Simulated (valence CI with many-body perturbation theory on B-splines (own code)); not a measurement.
## Level structure of Tl30+

Computed by relativistic CI+MBPT: five valence electrons over a frozen Dirac-Fock core [Kr] 4d10, a basis of 7 s, 7 p, 7 d, 7 f, 4 g, 2 h functions for each j, with the one-electron correlation potential Σ1 (screened to all orders), the two-electron term Σ2, the three-electron term Σ3, Breit, model QED; selected single and double excitations, second order for the rest, scaled by the run's own slope (own B-spline code, finite nucleus).

No measured spectrum was set against this ion. As an estimate, large intervals hold to a few tenths of a per cent, small ones and those within an open d or f shell to about a per cent. Among the levels kept, up to 950 cm⁻¹ of a level comes from second order outside the variational space, and about a tenth of that is noise between levels of different J, which matters for small intervals. Only levels of the ground parity were solved; by the run's estimate the other parity begins above the list, which can be wrong where configurations are misplaced.

Levels 136 to 180 of 193, with energies above the lowest level, (4f5/2^5) J=5/2. "Leading %" is the weight of the configuration and term that name the level; weights of strongly mixed levels are sums over their largest components and can fall short. In the jj column 3d3/2^4 stands for four electrons in 3d with j = 3/2. Lifetimes count E1, E2, E3, M1 and M2 decay at the calculated energies, and are blank where another channel may lead or the interval is too uncertain; long ones can be off by a factor of two.

| No. | Configuration | Term | J | E (cm⁻¹) | Leading % | Lifetime | Second component | Leading jj |
| --- | --- | --- | --- | --- | --- | --- | --- | --- |
| 136 | 4f5 | 4F° | 9/2 | 251650 | 60 | 224 μs | 16 % 4f5 4H° | 4f5/2^2 4f7/2^3 (80 %) |
| 137 | 4f5 | 2I° | 13/2 | 253590 | 52 | 606 μs | 32 % 4f5 2K° | 4f5/2^2 4f7/2^3 (56 %) |
| 138 | 4f5 | 4D° | 3/2 | 254150 | 30 | 289 μs | 26 % 4f5 2P° | 4f5/2^2 4f7/2^3 (43 %) |
| 139 | 4f5 | 2F° | 5/2 | 255140 | 42 | 232 μs | 28 % 4f5 2D° | 4f5/2 4f7/2^4 (68 %) |
| 140 | 4f5 | 4I° | 9/2 | 255740 | 30 | 145 μs | 27 % 4f5 2G° | 4f5/2 4f7/2^4 (40 %) |
| 141 | 4f5 | 2H° | 11/2 | 257810 | 40 |  | 26 % 4f5 4H° | 4f5/2^2 4f7/2^3 (68 %) |
| 142 | 4f5 | 2K° | 15/2 | 259830 | 61 | 316 μs | 18 % 4f5 4I° | 4f5/2^2 4f7/2^3 (45 %) |
| 143 | 4f5 | 4D° | 3/2 | 262140 | 38 | 134 μs | 18 % 4f5 2D° | 4f5/2 4f7/2^4 (48 %) |
| 144 | 4f5 | 2F° | 5/2 | 262460 | 31 | 244 μs | 30 % 4f5 4F° | 4f5/2^2 4f7/2^3 (47 %) |
| 145 | 4f5 | 2G° | 9/2 | 265540 | 40 | 202 μs | 21 % 4f5 2H° | 4f5/2^2 4f7/2^3 (50 %) |
| 146 | 4f5 | 4F° | 3/2 | 266560 | 25 | 215 μs | 24 % 4f5 2D° | 4f5/2^2 4f7/2^3 (62 %) |
| 147 | 4f5 | 2I° | 11/2 | 266860 | 37 |  | 36 % 4f5 2H° | 4f5/2^2 4f7/2^3 (36 %) |
| 148 | 4f5 | 2I° | 13/2 | 268320 | 51 | 245 μs | 19 % 4f5 2K° | 4f5/2 4f7/2^4 (55 %) |
| 149 | 4f5 | 4D° | 1/2 | 269240 | 77 | 312 μs | 21 % 4f5 2P° | 4f5/2^2 4f7/2^3 (75 %) |
| 150 | 4f5 | 2F° | 7/2 | 269500 | 41 | 269 μs | 25 % 4f5 4D° | 4f5/2^2 4f7/2^3 (34 %) |
| 151 | 4f5 | 4F° | 9/2 | 270300 | 30 | 309 μs | 25 % 4f5 2H° | 4f5/2^2 4f7/2^3 (42 %) |
| 152 | 4f5 | 4P° | 5/2 | 274480 | 22 | 175 μs | 22 % 4f5 2F° | 4f5/2^2 4f7/2^3 (44 %) |
| 153 | 4f5 | 2K° | 13/2 | 276410 | 42 |  | 40 % 4f5 2I° | 4f5/2^2 4f7/2^3 (76 %) |
| 154 | 4f5 | 2G° | 7/2 | 280830 | 61 | 268 μs | 22 % 4f5 2F° | 4f5/2^2 4f7/2^3 (64 %) |
| 155 | 4f5 | 4I° | 11/2 | 281650 | 46 |  | 25 % 4f5 2I° | 4f5/2^2 4f7/2^3 (55 %) |
| 156 | 4f5 | 2H° | 11/2 | 283980 | 31 |  | 31 % 4f5 4G° | 4f5/2^2 4f7/2^3 (46 %) |
| 157 | 4f5 | 2F° | 5/2 | 285220 | 44 | 230 μs | 41 % 4f5 4F° | 4f5/2^2 4f7/2^3 (64 %) |
| 158 | 4f5 | 2G° | 7/2 | 287490 | 34 | 229 μs | 28 % 4f5 4G° | 4f5/2^2 4f7/2^3 (49 %) |
| 159 | 4f5 | 2L° | 15/2 | 287930 | 46 | 147 μs | 44 % 4f5 4I° | 4f5/2^2 4f7/2^3 (77 %) |
| 160 | 4f5 | 2P° | 3/2 | 294330 | 36 |  | 24 % 4f5 2D° | 4f7/2^5 (53 %) |
| 161 | 4f5 | 2H° | 9/2 | 294360 | 70 |  | 20 % 4f5 2G° | 4f5/2^2 4f7/2^3 (75 %) |
| 162 | 4f5 | 2I° | 11/2 | 296860 | 51 |  | 26 % 4f5 2H° | 4f5/2^2 4f7/2^3 (48 %) |
| 163 | 4f5 | 4F° | 9/2 | 298430 | 30 |  | 29 % 4f5 2G° | 4f7/2^5 (41 %) |
| 164 | 4f5 | 4F° | 3/2 | 299620 | 43 |  | 30 % 4f5 2D° | 4f5/2^2 4f7/2^3 (49 %) |
| 165 | 4f5 | 4G° | 5/2 | 301230 | 40 | 152 μs | 18 % 4f5 2F° | 4f5/2^2 4f7/2^3 (39 %) |
| 166 | 4f5 | 4I° | 13/2 | 301840 | 43 |  | 33 % 4f5 2I° | 4f5/2 4f7/2^4 (52 %) |
| 167 | 4f5 | 2G° | 7/2 | 301850 | 41 |  | 26 % 4f5 4D° | 4f5/2 4f7/2^4 (57 %) |
| 168 | 4f5 | 2F° | 5/2 | 308660 | 45 |  | 30 % 4f5 2D° | 4f5/2^2 4f7/2^3 (48 %) |
| 169 | 4f5 | 2G° | 7/2 | 309890 | 29 |  | 27 % 4f5 4F° | 4f5/2^2 4f7/2^3 (62 %) |
| 170 | 4f5 | 2L° | 17/2 | 313380 | 72 |  | 20 % 4f5 2M° | 4f5/2 4f7/2^4 (81 %) |
| 171 | 4f5 | 2H° | 9/2 | 313710 | 43 |  | 31 % 4f5 2G° | 4f5/2 4f7/2^4 (65 %) |
| 172 | 4f5 | 2I° | 13/2 | 317310 | 64 |  | 24 % 4f5 2K° | 4f5/2 4f7/2^4 (76 %) |
| 173 | 4f5 | 2K° | 15/2 | 319110 | 41 |  | 37 % 4f5 2L° | 4f5/2 4f7/2^4 (58 %) |
| 174 | 4f5 | 2G° | 9/2 | 321090 | 48 |  | 21 % 4f5 4G° | 4f5/2 4f7/2^4 (67 %) |
| 175 | 4f5 | 2P° | 3/2 | 322230 | 45 |  | 20 % 4f5 4F° | 4f5/2 4f7/2^4 (41 %) |
| 176 | 4f5 | 2P° | 1/2 | 327410 | 85 |  | 13 % 4f5 4D° | 4f5/2^3 4f7/2^2 (37 %) |
| 177 | 4f5 | 2H° | 11/2 | 328440 | 38 |  | 37 % 4f5 4G° | 4f5/2 4f7/2^4 (63 %) |
| 178 | 4f5 | 4G° | 7/2 | 328740 | 35 |  | 29 % 4f5 2F° | 4f5/2^2 4f7/2^3 (45 %) |
| 179 | 4f5 | 2H° | 11/2 | 329740 | 51 |  | 31 % 4f5 2I° | 4f5/2 4f7/2^4 (42 %) |
| 180 | 4f5 | 2F° | 5/2 | 333990 | 34 |  | 32 % 4f5 4G° | 4f5/2 4f7/2^4 (52 %) |

Where two levels of one J and parity lie close, their mixing, g and order are uncertain.
